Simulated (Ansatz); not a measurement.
Basis-set extrapolation for Cl$_{2}$FH$_{2}$NSi, SMILES `N[Si](F)(Cl)Cl` (PBE0-D4/def2-TZVP geometry, frozen core, the Gaussian-basis code of Ansatz). Multiplicity 1, RHF reference.

|  | def2-TZVPP | def2-QZVPP |
| --- | --- | --- |
| HF | -1363.319801 | -1363.362399 |
| MP2 correlation | -0.950338 | -1.040252 |
| CCSD(T) correlation | -1.027193 | not run |

Energies in hartree. Use E(X) = E(∞) + A·exp(−7.88·√X) for Hartree–Fock and E(X) = E(∞) + B·X^(−2.97) for correlation, with X = 3 and 4, and add CCSD(T) minus MP2 of the smaller set to the MP2 limit.

Problem. What is the CCSD(T) energy at the basis-set limit?

Solution. HF limit: -1363.362399 + (-0.042598) × 0.13774 = -1363.36827. MP2 limit: -1.040252 + (-0.089914) × 0.74074 = -1.10685. Higher-order term: -1.027193 − (-0.950338) = -0.07686. Total: -1364.55198 hartree, 128.6 kcal/mol below CCSD(T)/def2-TZVPP.
